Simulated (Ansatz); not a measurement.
`F[SiH](F)[SiH2]Cl` → F• + `F[SiH][SiH2]Cl`•  (homolysis of the F–Si bond)

Gas-phase electronic energies from Ansatz, PBE0-D4/def2-TZVP geometries. CBS: MP2 limit from def2 TZ/QZ plus the TZ coupled-cluster correction, frozen cores. This one scheme is used for every species, atoms too. DFT in def2-TZVPP. No spin–orbit coupling; open shells (•) take unrestricted orbitals. Spin–orbit coupling would lower the free atoms: a little for F. Each species was taken in one conformer, which may not be the lowest.

```tsv
level	ΔE (eV)
ωB97M-V	6.78
B2PLYP	6.68
```

(1) What does CCSD(T)/CBS give? (Best estimate.)

Largest T1 diagnostic among the species: 0.014.

Answers

(1) The calculation gave: +6.87 eV. The listed levels differ from it by -0.09, -0.19 eV.

Leaving LDA and LC-ωPBE aside and taking each functional with its dispersion term where it has one, the values, not all of them listed here, spread over 0.38 eV, from BHLYP-D4 to ωB97M-V. LDA lies +0.93 eV from PBE without D4, its usual overbinding. The D4 term adds +0.04 eV with B3LYP and +0.02 eV with PBE0; it sums over pairs of atoms, weighted by their polarisabilities, and B3LYP, whose exchange is more repulsive, gets the larger term.

CCSD(T)/CBS has its own doubt, a few kJ/mol and more with outer-core shells, so smaller differences from it don't rank the levels.

B3LYP here is the variant with VWN-RPA as its local correlation; programs differ in this.
